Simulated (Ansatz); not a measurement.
Gas-phase electronic energies from Ansatz, PBE0-D4/def2-TZVP geometries. CCSD(T)/CBS adds triple-zeta CCSD(T) − MP2 to the extrapolated MP2 energy (def2 sets, frozen cores). This one scheme is used for every species. Functionals use def2-TZVPP. One conformer a species, not always the lowest.

Consider the cleavage of the Si–Si bond: `N[SiH2][SiH](O)F` + NH₃ → `N[SiH2]N` + `O[SiH2]F`.

CCSD(T)/CBS gives -80.4 kJ/mol.

Task: Another level gave -75.8 kJ/mol. Which?
A. ωB97M-V/def2-TZVPP
B. ωB97X-V/def2-TZVPP
C. PBE0-D4/def2-TZVPP
D. PBE/def2-TZVPP

Result: B. ωB97X-V -75.8, PBE0-D4 -64.3, PBE -58.7, ωB97M-V -81.7 kJ/mol.

Largest T1 diagnostic among the species: 0.012.

From PBE to PBE0 (25 % exact exchange), in def2-TZVPP and without D4, ΔE moves by −9.4 kJ/mol. In def2-TZVPP, CCSD(T) changes the Hartree–Fock value by +25.0 kJ/mol (the triples alone add +4.0 kJ/mol) and MP2 by +16.4 kJ/mol. The D4 term adds +6.5 kJ/mol with B3LYP and +3.8 kJ/mol with PBE0; it sums over pairs of atoms, weighted by their polarisabilities, and B3LYP, whose exchange is more repulsive, gets the larger term.

B3LYP here is the variant with VWN-RPA as its local correlation; programs differ in this.
